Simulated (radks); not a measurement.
Species: the selenium ion Se+. Configuration: [Ar] 3d10 4s2 4p3 (the NIST ground configuration).

Calculated with a radial shooting solver on a logarithmic mesh with Libxc functionals: scalar-relativistic Kohn-Sham, r2SCAN, spin-polarised, spherical densities, finite nucleus; open shells are filled with parallel spins first; meta-GGA in the generalised Kohn-Sham scheme; Fermi nuclear charge, rms radius 4.14 fm.

Energy parts (eV):
| part | energy |
|---|---|
| total | -66124.924 |
| kinetic | 67478.392 |
| electron-nucleus | -159081.451 |
| Hartree | 27872.145 |
| exchange-correlation | -2394.011 |

Orbitals (lengths in bohr, moments of r in powers of bohr; r(max) is where P^2 peaks):
| orbital | occ. | eigenvalue (eV) | r(max) | <r> | <r^2> |
|---|---|---|---|---|---|
| 1s up | 1 | -12548.95 | 0.02880 | 0.04409 | 0.002618 |
| 1s down | 1 | -12548.69 | 0.02880 | 0.04409 | 0.002618 |
| 2s up | 1 | -1630.839 | 0.1643 | 0.1957 | 0.04519 |
| 2s down | 1 | -1630.803 | 0.1643 | 0.1957 | 0.04518 |
| 2p up | 3 | -1433.633 | 0.1318 | 0.1711 | 0.03585 |
| 2p down | 3 | -1433.446 | 0.1318 | 0.1711 | 0.03586 |
| 3s up | 1 | -229.6595 | 0.5014 | 0.5728 | 0.3777 |
| 3s down | 1 | -229.4403 | 0.5016 | 0.5730 | 0.3778 |
| 3p up | 3 | -167.2099 | 0.5001 | 0.5889 | 0.4068 |
| 3p down | 3 | -166.9470 | 0.5004 | 0.5887 | 0.4062 |
| 3d up | 5 | -64.6233 | 0.4547 | 0.6315 | 0.4996 |
| 3d down | 5 | -64.2234 | 0.4547 | 0.6271 | 0.4901 |
| 4s up | 1 | -28.8858 | 1.504 | 1.755 | 3.511 |
| 4s down | 1 | -25.0941 | 1.490 | 1.745 | 3.482 |
| 4p up | 3 | -16.9216 | 1.751 | 2.087 | 5.013 |
| 4p down | 0 | -12.9798 | 1.723 | 2.076 | 4.973 |

The highest occupied level is 4p up at -16.922 eV. Summed over all electrons, <r^2> = 30.49 bohr^2, which gives a Langevin (diamagnetic) susceptibility term of -24.1 x 10^-6 cm^3/mol. Spin moment in Bohr magnetons: 3. The electron density at the nucleus is 4.025e+04 e/bohr^3 (large components only).
